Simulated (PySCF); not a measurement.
CH₄F₂SeSi, SMILES C[Si](F)(F)[SeH]. Atoms are numbered in the order given.

```xyz
9

C     -2.0967    -0.8847     0.3600
Si    -0.7289     0.3401     0.1797
F     -0.6463     1.2174     1.5352
F     -1.0459     1.3777    -1.0170
Se     1.2912    -0.5293    -0.3351
H     -1.8801    -1.5913     1.1754
H     -3.0398    -0.3669     0.5943
H     -2.2259    -1.4571    -0.5698
H      1.2604    -1.3974     0.8534
```
Charge 0, spin multiplicity 1.

Geometry: PBE0-D3(BJ)/def2-SVP. The structure was generated by enumeration, and PubChem lists no compound with its InChIKey, so it may never have been made. One conformer was computed; it need not be the lowest.

Calculation: PySCF with HF/pcSseg-1.

GIAO shieldings, no solvent; atoms listed in one row are averaged. δ = σ(ref) − σ: ¹³C against TMS (σ = 192.6 ppm); ²⁹Si against TMS (σ = 393.8 ppm); ¹⁹F against CFCl3 (σ = 238.5 ppm); ⁷⁷Se against Me2Se (σ = 1942.8 ppm); ¹H against TMS (σ = 31.99 ppm), references at their B3LYP-D3(BJ)/def2-TZVP geometries, non-relativistic.

Q: Estimate the chemical shifts. (The exact figures need the calculation; the answer reports its results.)

A: 
```json
[
 {"nucleus": "¹³C", "atoms": "C1", "count": "1", "δ (ppm)": "4.1"},
 {"nucleus": "²⁹Si", "atoms": "Si2", "count": "1", "δ (ppm)": "8.8"},
 {"nucleus": "¹⁹F", "atoms": "F3", "count": "1", "δ (ppm)": "-95.3"},
 {"nucleus": "¹⁹F", "atoms": "F4", "count": "1", "δ (ppm)": "-111.3"},
 {"nucleus": "⁷⁷Se", "atoms": "Se5", "count": "1", "δ (ppm)": "-278.1"},
 {"nucleus": "¹H", "atoms": "H9", "count": "1", "δ (ppm)": "1.00"},
 {"nucleus": "¹H", "atoms": "H6, H7, H8", "count": "3", "δ (ppm)": "0.93"}
]
```
